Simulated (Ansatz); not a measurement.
Born–Oppenheimer molecular dynamics of FH7OSi2 (11 atoms, charge 0, multiplicity 1). It starts from a rough guess of a transition structure, not a stationary point.

Level of theory: UKS PBE0-D4/STO-3G (Ansatz).

```
ensemble                      : NVE (velocity Verlet)
time step                     : 0.5 fs
steps asked                   : 150
starting velocities drawn for : 600 K
seed                          : 999260
```

First frame:

```xyz
11
Properties=species:S:1:pos:R:3
Si -0.899 0.018 0.555
F -0.450 -1.928 0.396
H -2.248 -0.519 0.482
H -1.127 1.473 0.361
O -0.107 -0.088 1.968
H 0.239 -1.199 -0.278
Si 0.970 0.231 -1.236
H -0.270 0.562 2.642
H 0.247 0.424 -2.495
H 1.459 1.548 -0.829
H 2.187 -0.521 -1.567
```

Q: How far do the bonds stretch over the last three quarters of this one trajectory? (Pairs bonded in most of those frames.)

A: 
```tsv
bond	mean (Å)	spread (Å)	shortest	longest
Si1–H3	1.449	0.028	1.41	1.50
Si1–H4	1.455	0.014	1.43	1.48
Si1–O5	1.756	0.077	1.62	1.87
Si1–Si7	2.281	0.170	2.06	2.57
F2–H6	1.032	0.093	0.88	1.16
O5–H8	1.027	0.041	0.96	1.09
Si7–H9	1.452	0.012	1.43	1.47
Si7–H10	1.448	0.036	1.39	1.52
Si7–H11	1.455	0.020	1.42	1.49
```

Pairs bonded in part of these frames only: F2–H6 66 %.

Mean temperature of the second half: 1859 K. The conserved energy stayed within 1.4 meV per atom of its start (net change -1.1 meV per atom), so the integration is sound. The kinetic energy rose, since the run started high on the potential surface and went downhill. It ends in pieces (FH + H6OSi2), so much of that is their flight and rotation, not heat. A run of 0.075 ps of so small a system gives no equilibrium averages. The orbitals were unrestricted but ended closed-shell. Limits of this set-up: minimal basis.

The run took 6.5 min on 1 thread of Arm Neoverse V2, with other jobs on the host, peak memory 0.13 GiB.
